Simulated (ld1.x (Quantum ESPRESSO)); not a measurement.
**u(r) = r·R(r): atom against pseudo-atom (Sm)**

Columns: radius, all-electron u(r) and pseudo u(r) of the 4f shell (level -2.66 eV) of samarium in the configuration [Kr] 4d10 4f6 5s2 5p6 5d0 6s2 6p0; LDA (PZ), scalar-relativistic, TM scheme, ld1.x (Quantum ESPRESSO) 7.5.

```csv
r (bohr),all-electron,pseudo
0.188,0.2817,0.0593
0.375,0.7995,0.5349
0.562,0.9961,1.0673
0.750,0.9674,1.0819
0.938,0.8584,0.8850
1.125,0.7359,0.7365
1.312,0.6227,0.6227
1.500,0.5245,0.5245
1.688,0.4422,0.4422
1.875,0.3744,0.3744
2.062,0.3183,0.3183
2.250,0.2718,0.2718
2.438,0.2333,0.2333
2.625,0.2014,0.2014
2.812,0.1747,0.1747
3.000,0.1522,0.1522
3.188,0.1332,0.1332
3.375,0.1171,0.1171
3.562,0.1034,0.1034
3.750,0.0915,0.0915
3.938,0.0812,0.0812
4.125,0.0723,0.0723
4.312,0.0646,0.0646
4.500,0.0577,0.0577
4.688,0.0517,0.0517
4.875,0.0464,0.0464
```

Problem. How many radial nodes do the two functions have?

Solution. The all-electron 4f function has n − l − 1 = 0; the pseudo-wave has 0.

Problem. At about which radius was the pseudo-wave matched?

Solution. 1.26 bohr, where the columns begin to agree (steps of 0.19 bohr).

Problem. Where does each function peak?

Solution. Outermost all-electron maximum near 0.56 bohr, pseudo maximum near 0.75 bohr (to the table’s step).

Problem. Is the pseudo-wave norm-conserving?

Solution. Yes: the TM scheme keeps the norm inside the radius equal to the all-electron one, which fixes the energy derivative of the logarithmic derivative at the level.
